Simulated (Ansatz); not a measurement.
Consider the cleavage of the Si–Ga bond: `[BH2][GaH][SiH3]` + `C[O][Al]([OH])[F]` → `C[O][Al]([F])[O][SiH3]` + `[BH2][GaH2]`.

Calculated with Ansatz (gas phase, PBE0-D4/def2-TZVP geometries, no zero-point term in ΔE). CCSD(T)/CBS is the MP2 limit (def2-TZVPP, def2-QZVPP) plus CCSD(T) − MP2 in def2-TZVPP, frozen cores. This one scheme is used for every species. DFT in def2-TZVPP. B3LYP here is the variant with VWN-RPA as its local correlation; programs differ in this. For Ga outer-core shells are correlated without core-valence functions, which leaves a few kJ/mol of doubt a bond. Scalar relativity is left out up to krypton. One conformer a species, not always the lowest.

```
             level  ΔE (kcal/mol)  difference from CCSD(T)/CBS
            PBE-D4          -13.9                          5.9
         r2SCAN-D4          -18.8                          1.0
           PBE0-D4          -16.4                          3.4
          B3LYP-D4          -20.1                         -0.3
           ωB97X-V          -20.6                         -0.8
           ωB97M-V          -20.7                         -0.9
            B2PLYP          -21.1                         -1.3
               PBE          -13.8                          6.0
            r2SCAN          -18.7                          1.1
              PBE0          -16.4                          3.4
             B3LYP          -20.1                         -0.3
     HF/def2-TZVPP          -28.0                         -8.2
    MP2/def2-TZVPP          -21.4                         -1.6
SCS-MP2/def2-TZVPP          -22.9                         -3.1
   CCSD/def2-TZVPP          -21.2                         -1.4
CCSD(T)/def2-TZVPP          -20.2                         -0.4
     HF/def2-QZVPP          -28.7                         -8.9
    MP2/def2-QZVPP          -21.5                         -1.7
SCS-MP2/def2-QZVPP          -23.1                         -3.3
      HF/CBS(def2)          -28.9                         -9.1
     MP2/CBS(def2)          -21.0                         -1.2
    CCSD/CBS(def2)          -20.9                         -1.1
       CCSD(T)/CBS          -19.8                            0
```

Largest T1 diagnostic among the species: 0.014.

In def2-TZVPP, CCSD(T) changes the Hartree–Fock value by +7.8 kcal/mol (the triples alone add +1.0 kcal/mol) and MP2 by +6.6 kcal/mol. From PBE to PBE0 (25 % exact exchange), in def2-TZVPP and without D4, ΔE moves by −2.6 kcal/mol.
